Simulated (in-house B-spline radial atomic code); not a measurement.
A run on O⁻ that did not converge. Method: non-relativistic HSE06, spin-polarised, spherical fractional occupations, exact exchange averaged over the configuration, point nucleus; computed with an all-electron radial atomic-structure program (B-spline basis).

Command:
```bash
python run_scf.py task.json out
```
Settings:
```
Z                8
configuration    [He] 2s2 2p5
hamiltonian      nr
method           hse06
spin_polarised   True
exact_exchange   averaged over the configuration
```

First and last ten iterations of the last attempt (damped for 15 steps, keeping 80 % of the old Fock matrix, then DIIS):
```
 iter        energy (Eh)    residual
    1         -73.840559    1.44e-01
    2         -73.607097    1.82e-01
    3         -74.361005    1.19e-01
    4         -74.772406    7.34e-02
    5         -74.967815    4.01e-02
    6         -75.044425    2.03e-02
    7         -75.067955    9.71e-03
    8         -74.244398    7.04e-02
    9         -74.963825    4.00e-02
   10         -75.040782    2.01e-02
  111         -74.175542    7.55e-02
  112         -68.178635    1.81e-01
  113         -68.205617    1.79e-01
  114         -74.988319    3.38e-02
  115         -74.958894    4.03e-02
  116         -75.059832    1.39e-02
  117         -74.219113    7.22e-02
  118         -74.221219    7.21e-02
  119         -74.228114    7.15e-02
  120         -74.220930    7.21e-02
 not converged after 120 iterations
```

The smallest residual met was 4.2e-03; the threshold is about 1e-07. No energy from this run should be used. Cost of the run: 5.1 s on 1 thread of Arm Neoverse N1, with other jobs on the host.
